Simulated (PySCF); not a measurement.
Mayer bond orders and bond lengths

C4H6OSSi.
Atom-mapped SMILES: `[SiH3:1][O:2][c:3]1[cH:4][cH:5][cH:6][s:7]1` (hydrogens: H8, H9, H10 on Si1; H11 on C4; H12 on C5; H13 on C6)

Structure used (PBE0-D3(BJ)/def2-SVP), in Å, numbered top down from 1:
```
atom  x, y, z in Å
Si1   -2.2050    0.4061    0.1739
O2    -0.7403   -0.4257    0.2292
C3     0.4987    0.0630    0.1066
C4     1.6645   -0.6213    0.3291
C5     2.8133    0.1904    0.1052
C6     2.5126    1.4673   -0.2788
S7     0.8072    1.7096   -0.3829
H8    -2.2193    1.4680    1.2214
H9    -2.3836    1.0239   -1.1721
H10   -3.2421   -0.6237    0.4325
H11    1.6770   -1.6643    0.6435
H12    3.8376   -0.1646    0.2280
H13    3.1901    2.2867   -0.5118
```

Bond orders from the PBE0/pcSseg-1 density (PySCF). Isolated species at its PBE0-D3(BJ)/def2-SVP geometry (one conformer only).

Task: How far do the computed orders between heavy atoms stray from the drawn ones?

Result: The largest departure is 0.372, at C6–S7 (drawn aromatic, 1.128), counting aromatic bonds as 1.5. Drawn single, order below 0.88: Si1–O2 (0.860). The bonds drawn aromatic range from 1.13 to 1.60.

Task: Give the Mayer order of every bond, beside its length.

Result: 
```
   bond  drawn as  length (Å)  Mayer order
 Si1–O2    single       1.685        0.860
  O2–C3    single       1.338        0.977
  C3–C4  aromatic       1.370        1.555
  C4–C5  aromatic       1.424        1.248
  C5–C6  aromatic       1.367        1.601
  C6–S7  aromatic       1.726        1.128
  S7–C3  aromatic       1.745        1.139
 Si1–H8    single       1.492        0.923
 Si1–H9    single       1.492        0.921
Si1–H10    single       1.484        0.944
 C4–H11    single       1.089        0.972
 C5–H12    single       1.091        0.971
 C6–H13    single       1.088        0.954
```

By pair of heavy elements: C–C: lowest C4–C5 (1.248, 1.424 Å), highest C5–C6 (1.601, 1.367 Å). C–S: all 2 within 0.02 of one another (1.128 to 1.139).

Task: Sum the orders of all bonds at each heavy atom with more than one neighbour and set the sums beside the valence in the SMILES.

Result: Si1 3.648 (drawn 4), O2 1.837 (drawn 2), C3 3.671 (drawn 4), C4 3.775 (drawn 4), C5 3.820 (drawn 4), C6 3.683 (drawn 4), S7 2.267 (drawn 2). Orders between atoms that aren't bonded are not in these sums.

Mayer orders depend on the basis set.

The run behind these numbers computed NMR shieldings as well. The run took 25 s wall on an x86-64 server with one thread, shared host.
